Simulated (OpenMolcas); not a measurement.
**Sb: Slater's ratio, worked from levels**

```
Program             : OpenMolcas 26.06
Basis               : ANO-R3 [8s7p5d3f2g1h]
Scalar Hamiltonian  : X2C, finite nucleus
Active space        : 3 electrons in 3 orbitals (5p)
State averaging     : 2S+1 = 4 odd, 1 root; 2S+1 = 2 odd, 8 roots
Spin-orbit coupling : RASSI with atomic mean-field integrals over the reference wave functions, term energies averaged over their components
```

Methods: CASSCF; SS-CASPT2, IPEA 0.25 Eh, imaginary shift 0.1 Eh (closed shells correlated: 4d 5s). Measured levels: NIST Handbook of Basic Atomic Spectroscopic Data.

**Slater's ratio.** With one set of orbitals, p3 has 2D* - 4S* = 9 F2 and 2P* - 2D* = 6 F2 (F2 = F²/25), a ratio of 2/3. Term energies are centres of gravity, weighted by 2J + 1.

```
   Source  2D* - 4S*  2P* - 4S*  F2 from the first  Ratio
   CASSCF      13028      22775               1448  0.748
SS-CASPT2      10004      18422               1112  0.841
 measured       9317      17775               1035  0.908
```

Energies in cm-1. A ratio away from 2/3 shows effects beyond one configuration with one set of orbitals, and in heavier atoms second-order spin-orbit shifts.

CASPT2 breaks the degeneracy within a term, and the mean is taken; among the terms shown or strongly mixed into the levels shown the widest spread is 180 cm-1 (5s2 5p3 2D*, SS-CASPT2). With the s shell closed, the reference lacks s² → p² mixing. Computed and measured levels are paired by configuration, term and J; levels that our copy of the source lacks, or whose pairing is in doubt (as where it misses far off the trend of its configuration), stay unpaired and out of the deviations. Levels of configurations outside the active space are missing.

* marks odd parity.
